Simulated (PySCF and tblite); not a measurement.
Results of a calculation; reference values are marked as such.
4 diastereomers of C₇H₈FN, numbered alike:

| isomer | SMILES | descriptors (one enantiomer) |
| --- | --- | --- |
| A | [N:1]#[C:2][C@@H:3]1[C@H:4]2[CH2:5][C@H:6]([F:7])[C@@H:8]1[CH2:9]2 | 3R, 4R, 6S, 8R |
| B | [N:1]#[C:2][C@H:3]1[C@H:4]2[CH2:5][C@@H:6]([F:7])[C@@H:8]1[CH2:9]2 | 3S, 4R, 6R, 8R |
| C | [N:1]#[C:2][C@@H:3]1[C@H:4]2[CH2:5][C@@H:6]([F:7])[C@@H:8]1[CH2:9]2 | 3R, 4R, 6R, 8R |
| D | [N:1]#[C:2][C@H:3]1[C@H:4]2[CH2:5][C@H:6]([F:7])[C@@H:8]1[CH2:9]2 | 3S, 4R, 6S, 8R |

Protocol: conformer search, at most 2 conformers an isomer, GFN2-xTB geometries, energies PBE0/def2-SVP (IEF-PCM, acetonitrile) (D3(BJ) added where defined), GIAO shieldings WP04/pcSseg-1 (IEF-PCM, acetonitrile), weights at 298.15 K with GFN2-xTB thermal terms. Programs: PySCF with density fitting and tblite.

**Question.** What shifts does each isomer give (ppm; of two unlike H on one atom, a is the less shielded)?

**Answer.** 
A: ¹H (against TMS): 5.41 (H6, 1H), 2.98 (H8, 1H), 2.79 (H4, 1H), 2.45 (H9a, 1H), 2.33 (H3, 1H), 2.32 (H5a, 1H), 1.99 (H5b, 1H), 1.80 (H9b, 1H). ¹³C (against TMS): 127.3 (C2), 101.0 (C6), 54.2 (C8), 49.1 (C4), 41.8 (C5), 38.7 (C9), 38.3 (C3).

B: ¹H (against TMS): 5.46 (H6, 1H), 3.07 (H8, 1H), 2.91 (H3, 1H), 2.81 (H4, 1H), 2.45 (H5a, 1H), 2.30 (H5b, 1H), 1.79 (H9a, 1H), 1.07 (H9b, 1H). ¹³C (against TMS): 125.4 (C2), 101.9 (C6), 56.0 (C8), 49.8 (C4), 40.7 (C5), 38.3 (C9), 34.8 (C3).

C: ¹H (against TMS): 5.52 (H6, 1H), 3.01 (H8, 1H), 2.85 (H3, 1H), 2.75 (H4, 1H), 2.39 (H9a, 1H), 2.35 (H5a, 1H), 1.98 (H5b, 1H), 1.34 (H9b, 1H). ¹³C (against TMS): 128.3 (C2), 101.9 (C6), 55.5 (C8), 49.4 (C4), 42.1 (C5), 40.0 (C9), 37.5 (C3).

D: ¹H (against TMS): 5.60 (H6, 1H), 3.00 (H8, 1H), 2.85 (H3, 1H), 2.81 (H4, 1H), 2.61 (H5a, 1H), 2.07 (H5b, 1H), 1.89 (H9a, 1H), 1.57 (H9b, 1H). ¹³C (against TMS): 124.4 (C2), 101.6 (C6), 54.2 (C8), 48.8 (C4), 40.7 (C5), 37.3 (C9), 35.9 (C3).

**Question.** Which carbons tell the isomers apart best?

**Answer.** C2: 127.3 in A, 125.4 in B, 128.3 in C, 124.4 in D; C3: 38.3 in A, 34.8 in B, 37.5 in C, 35.9 in D; C9: 38.7 in A, 38.3 in B, 40.0 in C, 37.3 in D ppm.

Shifts are unscaled: against experiment ¹³C can be off by 15 ppm or more and ¹H by 0.8 ppm.
